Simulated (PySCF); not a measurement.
PySCF run on Br2Cs⁻

File input.py (PySCF 2.14):

```python
from pyscf import gto, scf, mp

mol = gto.M(
    atom='Cs 0 0 0; Br 0 0 3.3448; Br 0 0 -3.3448',
    basis='lanl2dz',
    ecp={'Cs': 'lanl2dz', 'Br': 'lanl2dz'},
    charge=-1,
    spin=0,
    verbose=3,
)
mf = scf.RHF(mol)
mf.kernel()
mp.MP2(mf).kernel()
mf.dip_moment()
print('orbital energies (hartree):', mf.mo_energy[..., max(0, mol.nelec[1]-3):mol.nelec[0]+3].round(4))
```

```bash
$ python input.py
```

It prints:

```
converged SCF energy = -45.6767300288858
E(RMP2) = -45.7196932306011  E_corr = -0.0429632017153728
E(SCS-RMP2) = -45.7202806171639  E_corr = -0.0435505882781134

WARN: System has nonzero charge -1; the dipole moment is origin-dependent.
Location of origin: [0. 0. 0.]

Dipole moment(X, Y, Z, Debye): -0.00000, -0.00000, -0.00000
orbital energies (hartree): [-0.1808 -0.1808 -0.1759  0.1033  0.1033  0.1333]
```

In short: E(SCF) = -45.676730 Eh, E(MP2) − E(SCF) = -0.04296 Eh.

Wall time 1.3 s on one thread of a shared host.

The basis has no diffuse functions, which an anion needs. The dipole of an ion depends on the origin.
